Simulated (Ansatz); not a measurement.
The cluster RuF₃, relaxed as a doublet with UKS PBE0-D4/def2-TZVP in Ansatz, starting from the GFN2-xTB geometry. Force threshold 0.02 eV/Å.

In the def2 sets Ru takes a core potential; there is no spin–orbit coupling. At PBE0-D4/def2-TZVP a quartet of charge 0 lies 0.56 eV below the doublet, each at its own geometry. The structure comes from a short search, and lower isomers may exist.

Start:

Cartesian coordinates in Å:
```
Ru 0.0003 0.0174 -0.0373
F -0.2949 0.9751 1.4881
F 0.0126 0.7748 -1.6697
F 0.2819 -1.7674 0.2189
```

Estimate the energy that the relaxation releases and the steps that it takes.

0.01 eV, in 5 steps; 9.5 s on 4 threads of Arm Neoverse V2 on a shared host. No frequencies were taken in this run, so the end may be a saddle point.

Does the start keep its bonding and symmetry?

By distances, no bond broke or formed. The bond that changes most is Ru1–F3, from 1.80 to 1.82 Å (atoms count from 1). Point group C2v at the start, D3h at the end, both within 0.05 Å.

Predict the relaxed structure.


```
atom   x (Å)   y (Å)   z (Å)
 Ru1   0.001   0.001  -0.001
  F2  -0.301   1.018   1.472
  F3   0.012   0.765  -1.648
  F4   0.288  -1.783   0.176
```
Bond lengths: 3 × F–Ru 1.82 Å.
